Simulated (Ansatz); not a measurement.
Compare A (`OC[SiH](O)[SiH3]`) with its isomer B (`CO[SiH2][SiH2]O`).

Computed with Ansatz on PBE0-D4/def2-TZVP structures; ΔE is electronic, products minus reactants. CBS: MP2 limit from def2 TZ/QZ plus the TZ coupled-cluster correction, frozen cores. Functionals use def2-TZVPP. B3LYP here is the variant with VWN-RPA as its local correlation; programs differ in this. Each species was taken in one conformer, which may not be the lowest.

Task: Which isomer does CCSD(T)/CBS put lower? Give the gap. (Estimate.)

Result: Ansatz gave: B, by 95.0 kJ/mol.

Task: Give E(B) − E(A) in kJ/mol with B3LYP-D4, ωB97M-V, HF/def2-TZVPP, CCSD(T)/def2-TZVPP, PBE0-D4, MP2/def2-TZVPP, PBE-D4. (Estimate.)

Result: Ansatz gave: B3LYP-D4 -96.6, ωB97M-V -93.2, HF/def2-TZVPP -115.3, CCSD(T)/def2-TZVPP -94.8, PBE0-D4 -85.4, MP2/def2-TZVPP -99.0, PBE-D4 -79.6. None reverses the order clearly.

Largest T1 diagnostic: 0.012.

In def2-TZVPP, CCSD(T) changes the Hartree–Fock value by +20.5 kJ/mol (the triples alone add +2.7 kJ/mol) and MP2 by +16.2 kJ/mol. From PBE to PBE0 (25 % exact exchange), in def2-TZVPP and without D4, E(B) − E(A) moves by −5.8 kJ/mol.
